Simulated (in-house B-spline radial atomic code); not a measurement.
Configurations of neutral silver, with energies counted from [Kr] 4d10 5s1. Method: scalar-relativistic (X2C) r2SCAN0, spin-polarised, spherical fractional occupations, exact exchange averaged over the configuration, Fermi nucleus of rms radius 4.5454 fm. Calculated with a radial B-spline atomic code at the basis-set limit. Shells without spins written out take the highest spin.

Occupations are held fixed; configurations that lie above the ionisation limit could autoionise.

| configuration | E - E(ref) (eV) | highest orbital | its <r> (bohr) |
| --- | --- | --- | --- |
| [Kr] 4d10 5d1 | 6.0249 | 5d up | 10.57 |
| [Kr] 4d9 5s1 5p1 | 7.6924 | 5p up | 3.94 |
| [Kr] 4d9 5s1 6f1 | 12.295 | 6f up | 45.99 |
| [Ar] 3d10 4s2 4p5 4d10 5s2 | 59.045 | 5s down | 2.967 |
| [Ar] 3d10 4s2 4p5 4d10 5s1 6s1 | 65.041 | 6s up | 8.18 |
| [Ar] 3d9 4s2 4p6 4d10 4f1 5s1 | 377.12 | 4f up | 17.68 |

Q: Order these further configurations by energy, lowest first.
A. [Ar] 3d9 4s2 4p6 4d10 5s1 5p1
B. [Kr] 4d10 5p1
C. [Ar] 3d9 4s2 4p6 4d10 5s1 6f1
D. [Ar] 3d10 4s2 4p5 4d10 5s1 6f1
E. [Ar] 3d9 4s2 4p6 4d10 5s1 6d1

A: B (3.8407 eV), D (67.205 eV), A (373.03 eV), E (377.09 eV), C (377.61 eV).

Q: How far above the reference does [Kr] 4d9 5s1 6s1 lie?

A: 10.135 eV; its least bound orbital is 6s up with <r> = 8.199 bohr.
